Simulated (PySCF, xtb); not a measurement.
Ga(I)(OH)2 (GaH2IO2), SMILES [OH][Ga]([OH])[I].

GFN2-xTB in xtb at its own geometry gives an orbital gap of 4.06 eV and a dipole moment of 4.55 D.

Coordinates come from a B3LYP-D3(BJ)/def2-SVP optimisation. The structure was generated by enumeration; whether it is a known compound was not checked. The def2 effective core potentials stand for the cores of I; spin–orbit coupling is left out. The values are those of a single conformer.

**Question.** What does M06-2X/def2-TZVP (PySCF) give? (An estimate is asked for; the answer gives what the named calculation found.)

**Answer.** gap 8.44 eV (levels -9.18 and -0.74 eV), dipole 1.42 D.
